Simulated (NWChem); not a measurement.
The numbers come from NWChem runs, not from measurements. System: HFSi, charge 0, spin multiplicity 1, displaced from the optimised geometry. The structure started from a generated list of species.

Job file:

```
start mol
memory heap 200 mb stack 900 mb global 1100 mb
geometry units angstroms nocenter noautoz noautosym
  Si    -0.456019     0.403674     0.000000
  H      0.553675     1.575429     0.000000
  F      1.751707    -2.009645     0.000000
end
basis spherical
  * library cc-pvdz
end
dft
  xc xpbe96 cpbe96
  semidirect memsize 60000000 filesize 0
  iterations 100
end
task dft energy
```

The output up to the point where the run's verdict is printed (cleaned and shortened):

```
             Northwest Computational Chemistry Package (NWChem) 7.3.0
             --------------------------------------------------------

                                NWChem Input Module
                                -------------------

 Scaling coordinates for geometry "geometry" by  1.889725989
 (inverse scale =  0.529177249)

                             Geometry "geometry" -> ""
                             -------------------------

 Output coordinates in angstroms (scale by  1.889725989 to convert to a.u.)

  No.       Tag          Charge          X              Y              Z
 ---- ---------------- ---------- -------------- -------------- --------------
    1 Si                  14.0000    -0.45601900     0.40367400     0.00000000
    2 H                    1.0000     0.55367500     1.57542900     0.00000000
    3 F                    9.0000     1.75170700    -2.00964500     0.00000000

 Effective nuclear repulsion energy (a.u.)      26.4349141864

            Nuclear Dipole moment (a.u.)
            ----------------------------
        X                 Y               Z
 ---------------- ---------------- ----------------
    18.7739968390   -20.5223108524     0.0000000000


 Summary of "ao basis" -> "" (spherical)
 ------------------------------------------------------------------------------
       Tag                 Description            Shells   Functions and Types
 ---------------- ------------------------------  ------  ---------------------
 *                          cc-pvdz                   on all atoms

  pbe96 is a nonlocal functional; adding pw91lda local functional.

                                 NWChem DFT Module
                                 -----------------

 Summary of "ao basis" -> "ao basis" (spherical)
 ------------------------------------------------------------------------------
       Tag                 Description            Shells   Functions and Types
 ---------------- ------------------------------  ------  ---------------------
 Si                         cc-pvdz                  8       18   4s3p1d
 H                          cc-pvdz                  3        5   2s1p
[...]
 d= 0,ls=0.5,diis    52   -389.5045945118  2.39D-05  5.13D-05  4.75D-03     3.2
 d= 0,ls=0.5,diis    53   -389.5045418884  5.26D-05  5.40D-05  5.15D-03     3.2
 d= 0,ls=0.5,diis    54   -389.5045719574 -3.01D-05  1.52D-04  4.89D-03     3.3
 d= 0,ls=0.5,diis    55   -389.5047266652 -1.55D-04  1.08D-04  3.83D-03     3.3
 d= 0,ls=0.5,diis    56   -389.5048188541 -9.22D-05  4.68D-05  3.29D-03     3.4
 d= 0,ls=0.5,diis    57   -389.5048076720  1.12D-05  3.25D-05  3.47D-03     3.4
 d= 0,ls=0.5,diis    58   -389.5047909287  1.67D-05  3.02D-05  3.63D-03     3.5
 d= 0,ls=0.5,diis    59   -389.5047625783  2.84D-05  3.73D-05  3.84D-03     3.5
 d= 0,ls=0.5,diis    60   -389.5047194194  4.32D-05  2.34D-05  4.16D-03     3.6
 d= 0,ls=0.5,diis    61   -389.5046915050  2.79D-05  4.97D-05  4.33D-03     3.6
 d= 0,ls=0.5,diis    62   -389.5046410364  5.05D-05  4.42D-05  4.69D-03     3.7
 d= 0,ls=0.5,diis    63   -389.5046864787 -4.54D-05  3.78D-05  4.32D-03     3.7
 d= 0,ls=0.5,diis    64   -389.5046477399  3.87D-05  4.01D-05  4.57D-03     3.8
 d= 0,ls=0.5,diis    65   -389.5046280351  1.97D-05  5.02D-05  4.67D-03     3.8
 d= 0,ls=0.5,diis    66   -389.5046511887 -2.32D-05  5.19D-05  4.47D-03     3.9
 d= 0,ls=0.5,diis    67   -389.5046936275 -4.24D-05  4.34D-05  4.20D-03     3.9
 d= 0,ls=0.5,diis    68   -389.5047321322 -3.85D-05  4.24D-05  3.98D-03     4.0
 d= 0,ls=0.5,diis    69   -389.5047739016 -4.18D-05  3.68D-05  3.72D-03     4.0
 d= 0,ls=0.5,diis    70   -389.5048123741 -3.85D-05  4.50D-05  3.49D-03     4.1
 d= 0,ls=0.5,diis    71   -389.5048587800 -4.64D-05  5.00D-05  3.20D-03     4.1
 d= 0,ls=0.5,diis    72   -389.5049057111 -4.69D-05  3.72D-05  2.91D-03     4.2
 d= 0,ls=0.5,diis    73   -389.5049380803 -3.24D-05  4.52D-05  2.71D-03     4.2
 d= 0,ls=0.5,diis    74   -389.5049701877 -3.21D-05  3.06D-05  2.52D-03     4.3
 d= 0,ls=0.5,diis    75   -389.5049844951 -1.43D-05  2.35D-05  2.45D-03     4.3
 d= 0,ls=0.5,diis    76   -389.5049780473  6.45D-06  1.93D-05  2.52D-03     4.4
 d= 0,ls=0.5,diis    77   -389.5049754254  2.62D-06  1.21D-05  2.54D-03     4.4
 d= 0,ls=0.5,diis    78   -389.5049726390  2.79D-06  1.38D-05  2.57D-03     4.5
 d= 0,ls=0.5,diis    79   -389.5049607261  1.19D-05  2.20D-05  2.66D-03     4.5
 d= 0,ls=0.5,diis    80   -389.5049400817  2.06D-05  1.34D-05  2.81D-03     4.6
 d= 0,ls=0.5,diis    81   -389.5049282088  1.19D-05  2.06D-05  2.87D-03     4.6
 d= 0,ls=0.5,diis    82   -389.5049071127  2.11D-05  4.20D-05  3.02D-03     4.7
 d= 0,ls=0.5,diis    83   -389.5049386862 -3.16D-05  3.56D-05  2.74D-03     4.7
 d= 0,ls=0.5,diis    84   -389.5049622454 -2.36D-05  4.85D-05  2.60D-03     4.8
 d= 0,ls=0.5,diis    85   -389.5050060556 -4.38D-05  6.64D-05  2.30D-03     4.8
 d= 0,ls=0.5,diis    86   -389.5050680071 -6.20D-05  8.05D-05  1.88D-03     4.9
 d= 0,ls=0.5,diis    87   -389.5051280420 -6.00D-05  6.35D-05  1.49D-03     4.9
 d= 0,ls=0.5,diis    88   -389.5051670479 -3.90D-05  4.31D-05  1.26D-03     5.0
 d= 0,ls=0.5,diis    89   -389.5051868006 -1.98D-05  3.04D-05  1.16D-03     5.0
 d= 0,ls=0.5,diis    90   -389.5051998723 -1.31D-05  2.11D-05  1.09D-03     5.1
 d= 0,ls=0.5,diis    91   -389.5052061441 -6.27D-06  1.87D-05  1.06D-03     5.1
 d= 0,ls=0.5,diis    92   -389.5052105461 -4.40D-06  1.99D-05  1.04D-03     5.2
 d= 0,ls=0.5,diis    93   -389.5052156182 -5.07D-06  1.47D-05  1.01D-03     5.2
 d= 0,ls=0.5,diis    94   -389.5052174123 -1.79D-06  1.37D-05  1.01D-03     5.3
 d= 0,ls=0.5,diis    95   -389.5052190172 -1.60D-06  2.02D-05  1.00D-03     5.3
 d= 0,ls=0.5,diis    96   -389.5052078209  1.12D-05  3.78D-05  1.08D-03     5.4
 d= 0,ls=0.5,diis    97   -389.5051851821  2.26D-05  6.13D-05  1.23D-03     5.4
 d= 0,ls=0.5,diis    98   -389.5051429685  4.22D-05  2.96D-05  1.51D-03     5.5
 d= 0,ls=0.5,diis    99   -389.5051237820  1.92D-05  2.70D-05  1.62D-03     5.6
 d= 0,ls=0.5,diis   100   -389.5051051661  1.86D-05  1.84D-05  1.74D-03     5.6
```

The run did not converge; its last values are not results. The next line reads: Calculation failed to converge. NWChem stopped with the message: dft energy failed.
